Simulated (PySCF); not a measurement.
## One molecule, a ladder of functionals, a line

Molecule: `InChI=1S/C2H8BFS/c1-5(3)2-4/h2H2,1,3H3/t5-/m1/s1`.

Geometry:
```tsv
atom	x (Å)	y (Å)	z (Å)
B1	1.553	-0.624	0.535
S2	0.302	0.044	-0.799
C3	-0.306	1.597	-0.125
C4	-1.140	-1.005	-0.468
F5	-2.211	-0.605	-1.193
H6	0.939	-0.603	1.593
H7	1.829	-1.735	0.112
H8	2.472	0.173	0.454
H9	-1.206	1.899	-0.676
H10	-0.511	1.477	0.949
H11	0.490	2.339	-0.268
H12	-1.362	-0.950	0.610
H13	-0.836	-2.027	-0.742
```

GIAO shieldings (ppm, equivalent atoms averaged) in PySCF on the PBE0-D3(BJ)/def2-SVP geometry, basis pcSseg-2, gas phase, non-relativistic:

| functional | exact exchange (%) | σ(S2) | σ(C4) | σ(C3) | σ(F5) |
| --- | --- | --- | --- | --- | --- |
| BLYP | 0 | 376.2 | 70.0 | 146.9 | 380.7 |
| BP86 | 0 | 402.4 | 75.6 | 151.5 | 383.1 |
| PBE | 0 | 407.2 | 75.4 | 151.8 | 382.2 |
| B3LYP | 20 | 404.0 | 78.3 | 152.4 | 395.4 |
| PBE0 | 25 | 440.1 | 85.3 | 158.1 | 399.8 |
| mPW1PW91 | 25 | 435.8 | 84.9 | 157.5 | 400.0 |
| HF | 100 | 499.4 | 106.3 | 169.3 | 434.7 |

Question: Fit each shielding as a line in the percentage of exact exchange.

Answer: σ(S2) = 398.1 + 1.05 x (rms 13.1 ppm); σ(C4) = 74.3 + 0.33 x (rms 2.5 ppm); σ(C3) = 150.7 + 0.19 x (rms 2.1 ppm); σ(F5) = 383.8 + 0.53 x (rms 2.2 ppm). The functionals also differ in their semilocal parts, which the line can't hold; Hartree–Fock has no correlation at all.

Question: What does the line predict for BHandHLYP (50 %), and what does the run give?

Answer: σ(S2): 450.6 predicted, 440.5 computed; σ(C4): 90.8 predicted, 89.2 computed; σ(C3): 160.2 predicted, 159.2 computed; σ(F5): 410.3 predicted, 412.8 computed ppm.
